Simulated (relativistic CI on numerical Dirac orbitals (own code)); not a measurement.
## Magnetism of Ag2+, 4d9, in a crystal field

Calculated by Dirac-Coulomb-Breit CI, KLI orbitals optimised for each configuration, model QED (radiative potential, 1s self-energy scaled to tabulated hydrogen-like ionisation energies), valence Slater integrals scaled by 0.75, one configuration in a parametric crystal field (own radial code).

Field parameters in Wybourne normalisation: D3d B²₀ = −7Dσ, B⁴₀ = −14Dq − 21Dτ, B⁴₃ = −14√(10/7) Dq; D4h B²₀ = −7Ds, B⁴₀ = 21(Dq − Dt), B⁴₄ = 21√(5/14) Dq; Oh B⁴₀ = 21Dq, B⁴₄ = √(5/14) B⁴₀; Td as Oh with Dq negative (B⁴₀ = 21Dq, B⁴₄ = √(5/14) B⁴₀). The field is a parameter set, without covalency.

S is read from ⟨S²⟩ = S(S + 1).

Powder χT (cm³ K mol⁻¹) by Van Vleck's formula, with temperature-independent terms:

```tsv
Field	2 K	5 K	10 K	20 K	50 K	100 K	200 K	300 K
D3d, 10Dq = 10750, Dσ = 110, Dτ = 50 cm⁻¹	0.548	0.603	0.613	0.616	0.62	0.624	0.633	0.642
D3d, 10Dq = 15600, Dσ = 1170, Dτ = -180 cm⁻¹	0.344	0.346	0.35	0.358	0.382	0.422	0.498	0.554
D3d, 10Dq = 27900, Dσ = -820, Dτ = 140 cm⁻¹	0.2	0.206	0.215	0.235	0.292	0.373	0.449	0.474
D4h, 10Dq = 16350, Ds = -600, Dt = 70 cm⁻¹	0.534	0.534	0.534	0.535	0.537	0.54	0.547	0.554
Oh, 10Dq = 21100 cm⁻¹	0.504	0.504	0.504	0.505	0.506	0.509	0.513	0.518
Oh, 10Dq = 34150 cm⁻¹	0.455	0.455	0.455	0.455	0.456	0.458	0.461	0.464
Td, 10Dq = -9200 cm⁻¹	0.377	0.379	0.382	0.389	0.41	0.445	0.516	0.586
Td, 10Dq = -13750 cm⁻¹	0.377	0.378	0.381	0.387	0.405	0.435	0.496	0.556
```

Problem. For D3d, 10Dq = 27900, Dσ = -820, Dτ = 140 cm⁻¹: what effective moment follows at 300 K?

Solution. μ_eff = √(8χT) = 1.95 μB. The ground level has S = 0.50; the spin-only moment for S = 1/2 is 1.73 μB. The difference comes from the orbital moment, spin-orbit mixing of terms and temperature-independent paramagnetism, all larger in this ionic model than in covalent complexes.
